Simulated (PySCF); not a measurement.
Simulated characterisation data

PySCF calculation with J: B3LYP/pcJ-1, geometry from GFN2-xTB and shielding tensors at PBE0/pcSseg-1 (GIAO); relativity neglected, a single conformation, averaged over atoms made equivalent by symmetry, fast rotation or ring inversion, gas phase.

References, each an isolated molecule treated in the same way: TMS for 1H (31.72 ppm), 13C (186.93 ppm). Multiplet labels drop J under 1 Hz and among equivalent protons, and merge close values. Unscaled 3J(H,H) run several per cent high. Splittings of carbon signals by F and P are missing where no couplings were computed. Where no couplings were computed, multiplicities follow the n + 1 count of equivalent neighbours, and m marks all less simple cases (inequivalent or close neighbours, rings, F or P nearby). Shifts are as computed. Against solution values, carbons near 30 ppm lie about +3 ppm off and those near 130 ppm about +5 ppm. Of 1211 compounds with measured shifts, 218 miss one by over three times the rms of a fit or turn the order of signals round; such compounds aren't used in these exercises.

Compound 1 (C2H3N). 1H NMR (600 MHz, computed): δ 1.92 (s, 3H). 13C{1H} NMR (computed): δ 120.2 (C), 0.6 (CH3). Structure: SMILES CC#N.

Compound 2 (C7H7FO). 1H NMR (600 MHz, computed): δ 6.36 (m, 1H), 5.55 (m, 1H), 1.73 (m, 1H), 0.86 (m, 2H), 0.84 (m, 2H). 13C{1H} NMR (computed): δ 166.2, 151.1, 112.8, 89.7, 13.5, 9.7. Structure: `Fc1ccc(C2CC2)o1`.
